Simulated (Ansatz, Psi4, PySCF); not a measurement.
Br$_{2}$Si, charge -1, doublet, geometry from GFN2-xTB (a state made from the parent by changing its charge; the spin is typed, not shown lowest). Base run: BHANDHLYP/def2-SVPD (PySCF).

Geometry (Å):
```xyz
3

Si    -0.0253    -0.0047     1.3200
Br     1.1140    -1.6975    -0.2487
Br    -1.1039     1.6994    -0.2793
```
Charge -1, spin multiplicity 2.
Orbitals are unrestricted.
All else is at PySCF's defaults.

The same geometry, method and basis name were run in Ansatz (a first-principles code) and Psi4 and PySCF, at each program's defaults and at the settings that a row names. The base is PySCF at its defaults. Differences at the defaults can come from grids, fitting, cores and function types together.

| code and settings | ΔE vs base (mEh) | basis functions | E (Eh) | SCF cycles |
|---|---|---|---|---|
| PySCF, defaults (exact integrals, its default grid, spherical functions) | 0.000 | 106 | -5437.19084 | 11 |
| Psi4, defaults (density fitting with its default set, its default grid, spherical functions) | 0.048 | 106 | -5437.19079 | 10 |
| Ansatz, defaults (factorised integrals, its default grid, spherical functions) | -0.004 | 106 | -5437.19085 | - |
| PySCF, density fitting with def2-universal-jkfit | 0.021 | 106 | -5437.19082 | 11 |
| PySCF, fine grid | -0.003 | 106 | -5437.19084 | 11 |
| Psi4, exact integrals, spherical functions, fine grid | 0.001 | 106 | -5437.19084 | 13 |
| Ansatz, high accuracy | -0.004 | 106 | -5437.19085 | - |

Open shells are given as the SCF converged; they aren't shown to be the lowest states, and a large step between rows can be another state.
